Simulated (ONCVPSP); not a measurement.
Potentials for Be compared

Generated with ld1.x 7.5 (TM, RRKJ, ultrasoft, PAW), atompaw 4.2 or ONCVPSP 4.0.1. The cutoff is in Ry: for ld1.x and atompaw files where the sum of valence levels is converged to 10 mRy in a Bessel basis, for ONCV files where the hardest occupied wave has 1 mHa per electron of residual kinetic energy. The error is the largest all-electron minus pseudo excitation energy over each file’s own four to seven test configurations (ionisations up to +4, promotions, holes and added fractions of an electron), all of which were solved. The labels leave out finer settings (local radius, basis sizes, second energies), which also bear on the numbers. Spin-polarised tests are not counted. The rows are a selection from randomly drawn settings: files with unsolved tests, undetermined cutoffs or missed reference levels are left out.

| potential | cutoff (Ry) | largest error (meV) | bound ghosts |
| --- | --- | --- | --- |
| ONCV, PW91, scalar-relativistic, rc 1.35/1.40/1.45 (spd), local smoothed, core correction yes, reference 2s0.5, qcut 4.1/5.6/7.8, projectors 1/2/2 | 14 | +79 | none |
| ONCV, PBE, non-relativistic, rc 0.65/0.50/0.60 (spd), local smoothed, core correction no, reference 1s2 2s2, qcut 19/14.6/14, projectors 2/1/2 | 280 | +1.9 | none |
| ONCV, PBEsol, scalar-relativistic, rc 0.75/3.80 (sp), local smoothed, core correction no, reference 1s2 2s1 2p1, qcut 16.3/4.2, projectors 2/2 | 193 | +130 | none |

Problem. Fill in the row for Be: ONCV, PBE, scalar-relativistic, rc 0.70/0.60/0.75 (spd), local smoothed, core correction no, reference 1s2 2s2, qcut 20.9/15.4/13.1, projectors 2/2/2.

Solution. cutoff 257 Ry, largest error +2.3 meV, bound ghosts: none.

Problem. Fill in the row for Be: ONCV, PBEsol, scalar-relativistic, rc 1.65/4.00 (sp), local s, core correction yes, reference 2s1 2p1, qcut 3.9/3.7, projectors 0/2.

Solution. cutoff 12 Ry, largest error +321 meV, bound ghosts: none.

Problem. Fill in the row for Be: ONCV, PBE, scalar-relativistic, rc 0.75/3.45/3.10 (spd), local smoothed, core correction no, reference 1s2 2s1.75 2p0.25, qcut 16.6/3.4/3.4, projectors 3/2/3.

Solution. cutoff 189 Ry, largest error -77 meV, bound ghosts: none.
